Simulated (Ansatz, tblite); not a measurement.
Removing and adding an electron: the cluster Cs₃F₃ (the lowest singlet isomer of a short search). The state is a singlet with charge 0. Geometry: r2SCAN-D4/def2-SVP. Ansatz, gas phase; energy differences of separate SCF runs; the oxidised species was run as a doublet alone; the reduced species was run as a doublet alone.

```xyz
6

Cs    1.7315   -1.7357   -1.3667
Cs    0.4370    0.5684    2.7120
Cs   -2.1691    1.1657   -1.3460
F    -0.3617   -0.4704   -2.2979
F     1.8239   -1.0023    1.1439
F    -1.4616    1.4742    1.1547
```

In the def2 sets Cs takes a core potential; there is no spin–orbit coupling. The xTB rows come from tblite. HOMO above LUMO, or a gap near zero within one spin, warns that the state may not be the lowest or that an electron is smeared out. The structure comes from a short search, and lower isomers may exist.

```csv
level,−HOMO (eV),vertical IE (eV),−LUMO (eV),vertical EA (eV),HOMO–LUMO gap (eV),IE − EA (eV),remarks
PBE-D4/def2-TZVP,5.02,7.66,0.76,–,4.26,–,–
r2SCAN-D4/def2-TZVP,5.26,7.81,0.20,–,5.06,–,–
PBE0-D4/def2-TZVP,6.70,8.42,0.31,–,6.39,–,–
PBE0-D4/def2-TZVPD,6.79,–,0.30,-0.08,6.50,–,HOMO above zero (-1 doublet)
```

**Question.** Estimate the rows for GFN1-xTB, GFN2-xTB, PBE-D4/def2-TZVPD.

**Answer.** 
```tsv
level	−HOMO (eV)	vertical IE (eV)	−LUMO (eV)	vertical EA (eV)	HOMO–LUMO gap (eV)	IE − EA (eV)	remarks
GFN1-xTB	10.11	11.85	9.25	7.78	0.86	4.08	–
GFN2-xTB	8.62	–	6.54	3.54	2.08	–	–
PBE-D4/def2-TZVPD	5.10	–	0.74	0.04	4.36	–	HOMO above zero (-1 doublet), gap within one spin near zero (-1 doublet)
```

Run but left out: r2SCAN-D4/def2-TZVPD (charge -1 doublet: an occupied level 0.07 eV above an empty one).   A HOMO above zero means that the electron is unbound at that level or that self-interaction error raises the level; the energy of removing that electron tells which. Raw xTB energy differences between charge states are shifted by several eV; the methods need an empirical correction for them. A negative affinity means that the extra electron isn't bound; its size then hangs on the basis.
